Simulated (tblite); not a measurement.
Species: C₄H₇FGe.
Numbering: `[F:1][C:2]1=[CH:3][CH2:4][GeH2:5][CH2:6]1` (hydrogens: H7 on C3; H8, H9 on C4; H10, H11 on Ge5; H12, H13 on C6)

Computed with GFN2-xTB (tblite), gas phase: L-BFGS steps from a force-field or distance-geometry start until the largest atomic force falls under 0.01 eV/Å.

Geometry at step 5:
```
atom  x, y, z in Å
F1     -2.1416   -1.5471    0.4655
C2     -1.0346   -0.8041    0.2453
C3      0.1720   -1.3291    0.3776
C4      1.3457   -0.4523    0.1132
Ge5     0.5698    1.2941   -0.3826
C6     -1.2634    0.6093   -0.1631
H7      0.3141   -2.3549    0.6722
H8      1.9830   -0.3889    0.9939
H9      1.9637   -0.8730   -0.6762
H10     0.8966    2.3604    0.6005
H11     0.8693    1.6732   -1.7838
H12    -1.8504    0.6668   -1.0797
H13    -1.8288    1.1461    0.5995
```

Problem. What forces act on the atoms?

Solution. 
```json
{"atom": "F1", "Fx (eV/Å)": "-0.154", "Fy (eV/Å)": "-0.027", "Fz (eV/Å)": "0.024"}
{"atom": "C2", "Fx (eV/Å)": "0.108", "Fy (eV/Å)": "-0.111", "Fz (eV/Å)": "-0.037"}
{"atom": "C3", "Fx (eV/Å)": "-0.251", "Fy (eV/Å)": "0.099", "Fz (eV/Å)": "0.004"}
{"atom": "C4", "Fx (eV/Å)": "0.359", "Fy (eV/Å)": "0.022", "Fz (eV/Å)": "0.021"}
{"atom": "Ge5", "Fx (eV/Å)": "-0.101", "Fy (eV/Å)": "-0.347", "Fz (eV/Å)": "0.173"}
{"atom": "C6", "Fx (eV/Å)": "-0.170", "Fy (eV/Å)": "0.263", "Fz (eV/Å)": "-0.027"}
{"atom": "H7", "Fx (eV/Å)": "0.028", "Fy (eV/Å)": "-0.062", "Fz (eV/Å)": "0.015"}
{"atom": "H8", "Fx (eV/Å)": "0.054", "Fy (eV/Å)": "-0.049", "Fz (eV/Å)": "0.113"}
{"atom": "H9", "Fx (eV/Å)": "0.087", "Fy (eV/Å)": "-0.113", "Fz (eV/Å)": "-0.108"}
{"atom": "H10", "Fx (eV/Å)": "0.085", "Fy (eV/Å)": "0.262", "Fz (eV/Å)": "-0.027"}
{"atom": "H11", "Fx (eV/Å)": "0.098", "Fy (eV/Å)": "0.254", "Fz (eV/Å)": "-0.192"}
{"atom": "H12", "Fx (eV/Å)": "-0.076", "Fy (eV/Å)": "-0.123", "Fz (eV/Å)": "-0.018"}
{"atom": "H13", "Fx (eV/Å)": "-0.067", "Fy (eV/Å)": "-0.069", "Fz (eV/Å)": "0.059"}
```

The largest, 0.40 eV/Å, acts on Ge5; the rms over all components is 0.142 eV/Å. The forces sum to zero within rounding, as they must for an isolated molecule in no field.

Problem. Give the force on Ge5 in Eh/bohr and in nN.

Solution. 0.401 eV/Å ÷ 51.422 = 0.00779 Eh/bohr, and 0.401 eV/Å × 1.602 = 0.64 nN.

Problem. How far is this geometry from the end of the optimisation?

Solution. 0.035 eV above it, and 0.037 Å rms away after alignment. The bonds farthest from their final lengths, with half the difference of the two atoms' forces along the bond (positive lengthens):

| bond | now (Å) | final (Å) | force along bond (eV/Å) |
| --- | --- | --- | --- |
| Ge5–H11 | 1.482 | 1.503 | +0.27 |
| Ge5–H10 | 1.487 | 1.503 | +0.17 |
| C4–Ge5 | 1.974 | 1.987 | -0.09 |
| Ge5–C6 | 1.969 | 1.980 | -0.09 |
| C3–C4 | 1.489 | 1.497 | +0.22 |
| C2–C6 | 1.489 | 1.493 | +0.20 |

The angle farthest from its final value is H10–Ge5–H11, 113.4° against 107.1°.

Of the 4 listed bonds off by 0.010 Å or more, this force points towards the final length in 2.

What follows is the cost of the whole relaxation. Time: 0.18 s. Hardware: one thread, Arm Neoverse N1 (aarch64), shared host.
